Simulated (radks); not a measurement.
All-electron atom: Ar4+ in [Ne] 3s1 3p2 4f1 (not the ground configuration). Calculated with a radial shooting solver on a logarithmic mesh with Libxc functionals: scalar-relativistic Kohn-Sham, exchange-only LDA, spin-polarised, spherical densities, point nucleus; open shells are filled with parallel spins first.

Normalised radial functions P(r) = r R(r), r in bohr:

| r | 2p up |
|---|---|
| 0.00414 | 0.0033 |
| 0.00539 | 0.0054 |
| 0.006963 | 0.0088 |
| 0.009067 | 0.0146 |
| 0.01181 | 0.0240 |
| 0.01537 | 0.0391 |
| 0.01986 | 0.0625 |
| 0.02586 | 0.1000 |
| 0.03367 | 0.1579 |
| 0.04349 | 0.2414 |
| 0.05664 | 0.3650 |
| 0.07375 | 0.5351 |
| 0.09526 | 0.7466 |
| 0.124 | 1.0028 |
| 0.1615 | 1.2664 |
| 0.2103 | 1.4816 |
| 0.2717 | 1.5772 |
| 0.3538 | 1.5024 |
| 0.4606 | 1.2443 |
| 0.595 | 0.8795 |
| 0.7748 | 0.4986 |
| 1.009 | 0.2162 |
| 1.303 | 0.0691 |
| 1.697 | 0.0137 |
| 2.21 | 0.0015 |
| 2.877 | 0.0001 |
| 3.717 | 0.0000 |
| 4.84 | 0.0000 |
| 6.302 | 0.0000 |
| 8.141 | 0.0000 |
| 10.6 | 0.0000 |

2p up: eigenvalue -309.33 eV, 0 radial nodes, <r> = 0.375 bohr, 90 % of the charge inside 0.622 bohr.
